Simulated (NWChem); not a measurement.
# CH$_{4}$Sn, singlet; SMILES [CH3][SnH]

Results from NWChem. Low-valent species are run as closed-shell singlets; no triplet was tried in these runs. Geometry: optimised at PBE-D3(BJ)/def2-SVP. def2 effective core potentials on Sn; no spin-orbit coupling. Level r2SCAN/def2-SVP: energy and gradient on several grids; changes count from the extra-fine grid, which is no exact limit either.

**Question.** Which is the coarsest grid (coarse; xfine; medium; xcoarse; fine) from which on the energy stays within 100 μHa and each gradient component within 200 μHa/bohr of xfine?

**Answer.** fine.
| grid | size of the energy change (μHa) | largest change of a gradient component (μHa/bohr) |
|---|---|---|
| xcoarse | 70 | 10000 |
| coarse | 80 | 1000 |
| medium | 50 | 300 |
| fine | < 10 | < 30 |
| xfine | < 10 | < 30 |
